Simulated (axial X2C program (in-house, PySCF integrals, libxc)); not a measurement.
Potential curves of ScP, two-component

Computed with an in-house all-electron X2C program for linear molecules (integrals from PySCF). Two-component (2c) means X2C with spin–orbit coupling and atomic mean-field two-electron Coulomb and Gaunt terms. Basis: Sc dyall-cv3z [10s11p7d5f2g], P dyall-v3z [8s7p2d1f] (cores contracted in-house); Gaussian nuclei, density fitting, unrestricted open shells. Masses: Sc 44.956 u, P 30.974 u.

State: Ω = 0 (closed shell). Energies in eV from the fragments at the same level (Sc + P). Fits are polynomials in 1 − R0/R over 0.85 to 1.23 times the lowest point R0.

```csv
R (Å),PBE0
1.8792,-1.6166
1.9656,-2.2698
2.0304,-2.5579
2.0952,-2.7093
2.1600,-2.7511
2.2356,-2.6915
2.3112,-2.5434
2.4084,-2.2609
2.5272,-1.8268
2.7000,-1.1156
```

The state is one determinant whose occupation by symmetry is held fixed; it was picked as the lowest of a PBE0 search that is not exhaustive. Closed shells are restricted here (equal orbitals for both partners); the stretched side of such a curve lies too high. De is counted from the lowest determinant-based energies of the atoms at the same level, without counterpoise correction. In 2c an atomic determinant is not the ground J level, so De misses part of the atomic spin–orbit lowering. This holds for PBE0. Other states lie close and PBE0, whose exact exchange favours high spin, may order them wrongly; the determinant shown need not be the ground state. The nearest other 2c determinant of the search, Ω = 2, lies 0.49 eV up at the distance of the search. Without a current term, density functionals place determinants with orbital angular momentum somewhat too high.

Task: Fit the PBE0 curve near its minimum: give the equilibrium distance, the harmonic wavenumber and the well depth.

Result: At PBE0, 2c: Re = 2.156 Å, ωe ≈ 557 cm⁻¹, De = 2.75 eV to Sc + P; Be follows as 0.198 cm⁻¹.
